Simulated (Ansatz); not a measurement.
`Cl[SiH2][ZnH]` + `CO[SiH3]` → `[SiH3]O[CH2][ZnH]` + `[SiH3]Cl`  (formal exchange of groups at a Zn–Si bond)

Isolated molecules relaxed with PBE0-D4/def2-TZVP in Ansatz; ΔE leaves out vibrations. CBS: MP2 limit from def2 TZ/QZ plus the TZ coupled-cluster correction, frozen cores. This one scheme is used for every species. DFT in def2-TZVPP. HSE06 is defined as in plane-wave codes. For Zn outer-core shells are correlated without core-valence functions, which leaves a few kJ/mol of doubt a bond. Scalar relativity is left out up to krypton. One conformer a species, not always the lowest.

`Cl[SiH2][ZnH]`:

Cartesian coordinates in Å:
```
Cl -0.421 -1.113 -1.993
Si -0.648 0.143 -0.347
Zn 1.293 -0.062 1.023
H -0.874 1.509 -0.894
H -1.918 -0.265 0.315
H 2.568 -0.212 1.896
```

`CO[SiH3]`:

Cartesian coordinates in Å:
```
C -0.095 -1.325 -0.300
O 0.198 -0.360 0.683
Si 0.119 1.253 0.384
H -1.125 -1.230 -0.662
H 0.025 -2.314 0.145
H 0.585 -1.245 -1.157
H 0.486 1.933 1.647
H -1.254 1.648 -0.037
H 1.061 1.639 -0.705
```

`[SiH3]O[CH2][ZnH]`:

```xyz
10

Si    1.697    0.425    0.334
O     0.402   -0.341   -0.328
C    -0.925    0.043    0.063
Zn   -2.180   -1.101   -0.929
H     2.910   -0.186   -0.261
H     1.710    0.258    1.815
H     1.657    1.885    0.038
H    -1.090    1.107   -0.157
H    -1.048   -0.073    1.148
H    -3.134   -2.016   -1.724
```

`[SiH3]Cl`:

```xyz
5

Si    0.095   -0.083   -0.026
Cl   -1.417    1.243    0.391
H     1.306    0.685   -0.392
H    -0.331   -0.943   -1.154
H     0.348   -0.902    1.181
```

```json
{"level": "r2SCAN-D4", "ΔE (kJ/mol)": "55.0", "difference from CCSD(T)/CBS": "4.0"}
{"level": "PBE0-D4", "ΔE (kJ/mol)": "61.2", "difference from CCSD(T)/CBS": "10.2"}
{"level": "ωB97X-V", "ΔE (kJ/mol)": "53.1", "difference from CCSD(T)/CBS": "2.1"}
{"level": "PBE-QIDH", "ΔE (kJ/mol)": "55.5", "difference from CCSD(T)/CBS": "4.5"}
{"level": "PBE", "ΔE (kJ/mol)": "59.4", "difference from CCSD(T)/CBS": "8.4"}
{"level": "BLYP", "ΔE (kJ/mol)": "53.5", "difference from CCSD(T)/CBS": "2.5"}
{"level": "r2SCAN0", "ΔE (kJ/mol)": "58.5", "difference from CCSD(T)/CBS": "7.5"}
{"level": "HSE06", "ΔE (kJ/mol)": "61.8", "difference from CCSD(T)/CBS": "10.8"}
{"level": "BHLYP", "ΔE (kJ/mol)": "57.6", "difference from CCSD(T)/CBS": "6.6"}
{"level": "RPA@PBE/def2-TZVPP", "ΔE (kJ/mol)": "42.6", "difference from CCSD(T)/CBS": "-8.4"}
{"level": "HF/def2-SVP", "ΔE (kJ/mol)": "64.1", "difference from CCSD(T)/CBS": "13.1"}
{"level": "CCSD/def2-SVP", "ΔE (kJ/mol)": "51.8", "difference from CCSD(T)/CBS": "0.8"}
{"level": "CCSD(T)/def2-SVP", "ΔE (kJ/mol)": "50.4", "difference from CCSD(T)/CBS": "-0.6"}
{"level": "MP2/def2-TZVPP", "ΔE (kJ/mol)": "42.6", "difference from CCSD(T)/CBS": "-8.4"}
{"level": "HF/def2-QZVPP", "ΔE (kJ/mol)": "60.6", "difference from CCSD(T)/CBS": "9.6"}
{"level": "MP2/def2-QZVPP", "ΔE (kJ/mol)": "43.9", "difference from CCSD(T)/CBS": "-7.1"}
{"level": "CCSD(T)/CBS", "ΔE (kJ/mol)": "51.0", "difference from CCSD(T)/CBS": "0"}
```

Largest T1 diagnostic among the species: 0.014.

Leaving LDA and LC-ωPBE aside and taking each functional with its dispersion term where it has one, the values, not all of them listed here, spread over 10.5 kJ/mol, from B2PLYP to HSE06-D4. LDA lies −5.0 kJ/mol from PBE without D4. From BLYP to BHLYP (50 % exact exchange), in def2-TZVPP and without D4, ΔE moves by +4.1 kJ/mol. In def2-TZVPP, CCSD(T) changes the Hartree–Fock value by −13.6 kJ/mol (the triples alone add −1.9 kJ/mol) and MP2 by −19.0 kJ/mol.
